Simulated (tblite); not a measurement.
Species: C₄H₄F₃N.
Atom-mapped SMILES: `[H]/[N:4]=[CH:3]\[C:2](=[CH2:1])[C:5]([F:6])([F:7])[F:8]` (hydrogens: H9, H10 on C1; H11 on C3; H12 on N4)

Computed with GFN2-xTB (tblite), gas phase: Langevin dynamics at 300 K from the optimised GFN2-xTB geometry, time step 0.5 fs, friction 0.01 fs⁻¹, 2000 steps.

Start geometry:
```
atom  x, y, z in Å
C1      0.016    0.102    1.693
C2      0.079    0.012    0.368
C3      1.349   -0.179   -0.358
N4      1.560   -0.282   -1.589
C5     -1.176    0.110   -0.465
F6     -2.284    0.267    0.269
F7     -1.372   -0.988   -1.217
F8     -1.137    1.148   -1.319
H9     -0.914    0.242    2.217
H10     0.910    0.035    2.290
H11     2.218   -0.237    0.292
H12     0.753   -0.230   -2.207
```

The statistics below take the 31 frames saved every 25 fs from 250 to 1000 fs; their kinetic temperature (all 3N coordinates) averages 311 K.

**Question.** How do the bond lengths spread?

**Answer.** 
```
  bond  start (Å)  mean (Å)  standard deviation (Å)  shortest (Å)  longest (Å)
 C1=C2      1.330     1.330                   0.019         1.285        1.381
 C2–C3      1.476     1.489                   0.040         1.400        1.593
 C3=N4      1.253     1.255                   0.019         1.206        1.310
 C2–C5      1.509     1.519                   0.039         1.448        1.600
 C5–F6      1.338     1.347                   0.039         1.270        1.426
 C5–F7      1.345     1.345                   0.033         1.262        1.419
 C5–F8      1.345     1.350                   0.032         1.286        1.421
 C1–H9      1.077     1.079                   0.028         1.016        1.146
C1–H10      1.077     1.081                   0.031         1.003        1.158
C3–H11      1.087     1.090                   0.027         1.033        1.149
N4–H12      1.018     1.022                   0.017         0.992        1.056
```

**Question.** Give the same statistics for bond angles, one of each kind among heavy atoms.

**Answer.** 
```csv
angle,start (°),mean (°),standard deviation (°),smallest (°),largest (°)
C1–C2–C3,122.6,122.5,3.0,117.7,128.1
C1–C2–C5,120.4,120.7,3.3,113.7,128.1
C3–C2–C5,116.9,116.0,3.1,107.0,121.8
C2–C3–N4,129.7,129.2,3.3,120.1,134.5
C2–C5–F6,113.2,112.9,4.0,105.6,119.9
C2–C5–F7,112.1,112.0,4.2,106.2,125.9
F6–C5–F7,106.4,106.0,2.7,99.3,110.8
```

**Question.** How far does each atom move about its mean position (frames aligned on the start, all atoms weighted alike), and what rms force does it feel?

**Answer.** 
```
atom  rms displacement (Å)  rms force (eV/Å)
  C1                  0.15              2.13
  C2                  0.10              1.88
  C3                  0.15              1.96
  N4                  0.16              1.68
  C5                  0.11              2.21
  F6                  0.24              1.15
  F7                  0.21              1.19
  F8                  0.22              1.05
  H9                  0.27              0.97
 H10                  0.22              1.14
 H11                  0.49              0.98
 H12                  0.44              0.75
```

The displacements run from 0.10 to 0.49 Å, the largest at H11.

**Question.** Follow the torsions C1–C2–C3–N4 and C1–C2–C5–F6 through every second one of these frames.

**Answer.** 
| t (fs) | C1–C2–C3–N4 (°) | C1–C2–C5–F6 (°) |
| --- | --- | --- |
| 250 | 176 | 13 |
| 300 | -149 | -8 |
| 350 | -123 | -34 |
| 400 | -138 | -24 |
| 450 | -164 | -16 |
| 500 | 173 | -14 |
| 550 | 164 | -11 |
| 600 | 163 | -4 |
| 650 | 172 | -10 |
| 700 | -158 | -28 |
| 750 | -156 | -18 |
| 800 | 179 | -3 |
| 850 | -176 | -6 |
| 900 | -164 | -9 |
| 950 | 156 | 20 |
| 1000 | 128 | 34 |

Largest departure from the start value over all these frames: C1–C2–C3–N4 58° (start 180°), C1–C2–C5–F6 35° (start -1°).

**Question.** How widely does the potential energy scatter, against a harmonic estimate?

**Answer.** Mean 0.40 eV above the start, standard deviation 0.100 eV, range 0.20 to 0.72 eV. For 30 classical harmonic modes at 300 K the canonical values are 30kT/2 = 0.39 eV and kT·√(30/2) = 0.100 eV.

The run is classical and short, so these are rough statistics of one trajectory.

What follows is the cost of the whole dynamics run. Hardware: one thread, Arm Neoverse V2 (aarch64), no GPU, shared host. Cost: 7.2 s wall, 0.18 GiB resident at most.
